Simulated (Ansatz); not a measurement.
The same path of AlF3H2S (7 atoms, charge 0, multiplicity 1) was run twice with different band settings. The coordinate that changes most is the height of S5 over the plane of its neighbours.

Theory: Ansatz 0.2.0, RKS PBE0/6-31G.

Relaxed end points:

```xyz
7
Properties=species:S:1:pos:R:3
F -0.555 -0.981 1.574
Al 0.318 -1.043 0.118
F -0.410 -1.835 -1.191
F 2.007 -0.974 0.222
S -0.101 1.315 -0.637
H 0.201 2.073 0.462
H -1.461 1.445 -0.549
```

```xyz
7
Properties=species:S:1:pos:R:3
F -0.261 -1.298 1.806
Al 0.206 -1.059 0.195
F -0.616 -1.871 -1.045
F 1.825 -0.635 -0.092
S -0.810 1.212 -0.145
H -0.040 2.035 0.632
H -0.305 1.615 -1.351
```

Common settings: spring 5.0 eV/Å²; optimiser quadratic models (default); start path through a guess of the saddle point; force threshold 0.03 eV/Å; end points relaxed.

| run | movable images | climbing image | iteration limit |
| --- | --- | --- | --- |
| 1 | 7 | yes | 38 |
| 2 | 8 | no | 47 |

(1) What does each run give, and how far can it be trusted?

## Answers

(1) Run 1: converged after 14 iterations, highest image 0.272 eV above the first end. A vibrational analysis at the climbing image gives one clearly imaginary mode, 397i cm⁻¹: a first-order saddle point.
Run 2: converged after 14 iterations, highest image 0.237 eV above the first end. No image climbed, so the highest image needn't sit at the top of the path.
Limits of this set-up: no polarisation functions.
